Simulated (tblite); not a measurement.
Species: C₄H₃Cl₃FO (doublet state).
SMILES with atom numbers: `[O:1]/[CH:2]=[C:3](\[CH2:4][F:5])[C:6]([Cl:7])([Cl:8])[Cl:9]` (hydrogens: H10 on C2; H11, H12 on C4)

A start from a force field or distance geometry was refined with GFN2-xTB geometry optimisation, gas phase (tblite 0.8.0). Values at the start:

```
  coordinate    start
       O1–C2  1.241 Å
       C2=C3  1.376 Å
      C2–H10  1.086 Å
       C3–C4  1.503 Å
       C3–C6  1.498 Å
       C4–F5  1.384 Å
      C4–H11  1.094 Å
      C6–Cl7  1.822 Å
      C6–Cl8  1.812 Å
      C6–Cl9  1.808 Å
    O1–C2–C3   131.0°
    C2–C3–C4   117.4°
    C2–C3–C6   126.2°
    C3–C4–F5   111.6°
   C3–C6–Cl7   115.0°
   C3–C6–Cl9   111.3°
    C4–C3–C6   116.4°
  Cl7–C6–Cl8   103.9°
 C2–C3–C4–F5    -148°
C2–C3–C6–Cl7     -15°
```

Q: How do these coordinates change at the GFN2-xTB level?

A: 
```json
{"coordinate": "C2=C3", "GFN2-xTB (Å or °)": "1.438", "change": "+0.062"}
{"coordinate": "C6–Cl7", "GFN2-xTB (Å or °)": "1.771", "change": "-0.051"}
{"coordinate": "C3–C6", "GFN2-xTB (Å or °)": "1.469", "change": "-0.029"}
{"coordinate": "C6–Cl8", "GFN2-xTB (Å or °)": "1.786", "change": "-0.026"}
{"coordinate": "C4–F5", "GFN2-xTB (Å or °)": "1.359", "change": "-0.025"}
{"coordinate": "O1–C2", "GFN2-xTB (Å or °)": "1.219", "change": "-0.022"}
{"coordinate": "C3–C4", "GFN2-xTB (Å or °)": "1.487", "change": "-0.016"}
{"coordinate": "C2–H10", "GFN2-xTB (Å or °)": "1.098", "change": "+0.012"}
{"coordinate": "C4–H11", "GFN2-xTB (Å or °)": "1.103", "change": "+0.009"}
{"coordinate": "C6–Cl9", "GFN2-xTB (Å or °)": "1.816", "change": "+0.008"}
{"coordinate": "O1–C2–C3", "GFN2-xTB (Å or °)": "123.0", "change": "-8.0"}
{"coordinate": "C4–C3–C6", "GFN2-xTB (Å or °)": "120.6", "change": "+4.2"}
{"coordinate": "C3–C6–Cl9", "GFN2-xTB (Å or °)": "107.2", "change": "-4.1"}
{"coordinate": "Cl7–C6–Cl8", "GFN2-xTB (Å or °)": "107.6", "change": "+3.7"}
{"coordinate": "C3–C4–F5", "GFN2-xTB (Å or °)": "114.5", "change": "+2.9"}
{"coordinate": "C2–C3–C6", "GFN2-xTB (Å or °)": "123.4", "change": "-2.8"}
{"coordinate": "C2–C3–C4", "GFN2-xTB (Å or °)": "115.9", "change": "-1.5"}
{"coordinate": "C3–C6–Cl7", "GFN2-xTB (Å or °)": "113.8", "change": "-1.2"}
{"coordinate": "C2–C3–C4–F5", "GFN2-xTB (Å or °)": "-159", "change": "-11"}
{"coordinate": "C2–C3–C6–Cl7", "GFN2-xTB (Å or °)": "-17", "change": "-2"}
```

The energy falls by 0.255 eV over 64 L-BFGS steps, the largest force on an atom goes from 2.72 to 0.009 eV/Å, and the atoms move by 0.148 Å rms after alignment. The bond that changes most is C2=C3 (ends: carbon bonded to C, O and H; carbon bonded to 3 C), which lengthens by 0.062 Å. Bonds longer at the end by more than 0.005 Å: 4 of 11; shorter: 6. Among the dihedrals that turn most is C6–C3–C4–H11, from -86° to -102°. Rotational constants go from 1084, 884.2, 693.0 to 1089, 918.5, 709.0 MHz.

Time: 2.0 s wall. Hardware: one thread, Intel Xeon at 2.50 GHz (x86_64), no GPU, shared host.

Its lowest GFN2-xTB frequency is 14 cm⁻¹, too small to tell a flat minimum from a shallow saddle.

One conformer stands for the species.

These are computed values.
